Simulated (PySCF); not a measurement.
C2H6F2Si.

```xyz
11

C      1.9491    -0.5559    -0.6547
Si     0.3839     0.3486    -0.2009
F      0.5547     0.9602     1.3042
C     -1.0794    -0.8452    -0.1862
F     -2.2684    -0.1525     0.0004
H      2.8195     0.1162    -0.5939
H      1.8946    -0.9469    -1.6839
H      2.1271    -1.4033     0.0267
H      0.0924     1.4870    -1.1105
H     -1.1348    -1.4021    -1.1410
H     -0.9690    -1.5950     0.6190
```
Charge 0, spin multiplicity 1.

Coordinates come from a ωB97X-D3(BJ)/def2-SVP optimisation. The structure was generated by enumeration; whether it is a known compound was not checked. The values are those of a single conformer.

Level of theory: KT2/pcSseg-1 run with PySCF. Non-relativistic, no solvent.

### Question
Give the absolute GIAO shielding of each atom: isotropic value and principal components (ppm). (Estimate from the structure and the level; the computed values follow.)

### Answer

| atom | σ(iso) | σ11 | σ22 | σ33 | span |
|---|---|---|---|---|---|
| C1 | 187.5 | 176.1 | 191.0 | 195.2 | 19.1 |
| Si2 | 337.4 | 290.8 | 327.2 | 394.3 | 103.5 |
| F3 | 368.6 | 357.4 | 364.4 | 384.1 | 26.7 |
| C4 | 103.1 | 61.3 | 78.7 | 169.2 | 107.8 |
| F5 | 458.2 | 428.2 | 451.0 | 495.2 | 67.0 |
| H6 | 30.6 | 26.6 | 27.7 | 37.5 | 10.8 |
| H7 | 31.4 | 27.2 | 28.7 | 38.3 | 11.0 |
| H8 | 30.9 | 26.9 | 28.8 | 37.0 | 10.1 |
| H9 | 25.7 | 23.2 | 23.8 | 30.2 | 7.0 |
| H10 | 26.9 | 22.9 | 26.9 | 30.9 | 8.0 |
| H11 | 26.5 | 22.6 | 26.4 | 30.3 | 7.7 |
